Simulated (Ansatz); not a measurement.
Cost and result for the atomization energy of `CB[SiH2]BC` (15 atoms, 14 bonds).

Z-matrix (Å, degrees):
```
C
B 1 1.552
H 1 1.091 2 116.2
H 1 1.104 2 103.9 3 116.6
H 1 1.094 2 113.9 3 -129.7
Si 2 2.017 1 123.4 3 -14.9
H 2 1.201 1 118.5 3 164.5
B 6 2.017 2 102.0 1 94.9
H 6 1.493 2 111.4 1 -24.4
H 6 1.494 2 111.6 1 -146.2
C 8 1.552 6 123.3 2 94.3
H 8 1.201 6 118.2 2 -85.2
H 11 1.091 8 116.2 6 -15.3
H 11 1.104 8 103.8 6 101.2
H 11 1.094 8 114.0 6 -145.1
```

The species carries charge 0 and has multiplicity 1. The structure was optimised at the PBE0-D4/def2-TZVP level. It is one conformer, not always the lowest. Program: Ansatz. All runs use 4 threads of an Arm Neoverse V2 on a shared host. Times are those of one run each, without the atoms' runs, and a repeat can differ threefold. Electronic energies, without spin–orbit coupling; frozen cores. CCSD(T)/CBS adds CCSD(T) − MP2 in def2-TZVPP to the MP2 limit, and its time is that of the two runs behind it. T1 = 0.013. B3LYP takes the VWN-RPA correlation (the form of Gaussian; ORCA's B3LYP/G).

CCSD(T)/CBS is a level of theory with its own doubt, some kJ/mol a heavy atom from the limit and from the frozen cores, so smaller differences don't rank the functionals.

| level | functions | atomization (kcal/mol) | difference from CCSD(T)/CBS | per bond |
| --- | --- | --- | --- | --- |
| PBE-D4/def2-TZVPP (with forces) | 306 | 1283.3 | 18.7 | 1.3 |
| MP2/def2-QZVPP | 598 | 1258.6 | -6.0 | -0.4 |
| B3LYP-D4/def2-TZVPP (with forces) | 306 | 1275.1 | 10.5 | 0.8 |
| CCSD(T)/def2-TZVPP | 306 | 1239.3 | -25.3 | -1.8 |
| ωB97M-V/def2-TZVPP (with forces) | 306 | 1273.4 | 8.8 | 0.6 |
| ωB97X-V/def2-TZVPP | 306 | 1274.4 | 9.8 | 0.7 |
| CCSD(T)/CBS(def2) | – | 1264.6 | 0.0 | 0.0 |
| PBE0-D4/def2-TZVPP | 306 | 1275.5 | 10.9 | 0.8 |
| r2SCAN-D4/def2-TZVPP (with forces) | 306 | 1278.4 | 13.8 | 1.0 |
| B2PLYP/def2-TZVPP | 306 | 1258.4 | -6.2 | -0.4 |

(1) Order the runs by time, with rough figures. (Estimate.)

## Answers

(1) Computed: PBE-D4/def2-TZVPP (with forces) 2.6 s; PBE0-D4/def2-TZVPP 3.1 s; r2SCAN-D4/def2-TZVPP (with forces) 4.8 s; B3LYP-D4/def2-TZVPP (with forces) 5.5 s; B2PLYP/def2-TZVPP 6.5 s; ωB97X-V/def2-TZVPP 8.5 s; ωB97M-V/def2-TZVPP (with forces) 12 s; MP2/def2-QZVPP 26 s; CCSD(T)/def2-TZVPP 13 min; CCSD(T)/CBS(def2) 13 min.

From PBE to PBE0 (25 % exact exchange), in def2-TZVPP and without D4, the atomization energy moves by −6.8 kcal/mol: exact exchange takes away binding that semilocal exchange gives to molecules. The D4 term adds +10.3 kcal/mol with B3LYP and +5.5 kcal/mol with PBE0; it sums over pairs of atoms, weighted by their polarisabilities, and B3LYP, whose exchange is more repulsive, gets the larger term. In def2-TZVPP, CCSD(T) changes the Hartree–Fock value by +249.3 kcal/mol (the triples alone add +12.0 kcal/mol) and MP2 by +253.8 kcal/mol; breaking electron pairs costs correlation energy, which Hartree–Fock lacks.
